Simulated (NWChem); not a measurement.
Species: ZrClF₃; SMILES [F][Zr]([F])([F])[Cl]

def2 effective core potentials on Zr; no spin-orbit coupling.

Give the equilibrium geometry at PBE0/def2-SVP with def2 effective core potentials on Zr (NWChem) as a list of bonds and angles, with the point group.

point group C3v; any orientation.
Bonds (Å): Zr1–F2 1.889, Zr1–F3 1.889, Zr1–F4 1.889, Zr1–Cl5 2.345. Angles (°): F2–Zr1–F3 109.0, F2–Zr1–F4 109.0, F2–Zr1–Cl5 110.0, F3–Zr1–F4 109.0, F3–Zr1–Cl5 110.0, F4–Zr1–Cl5 110.0.
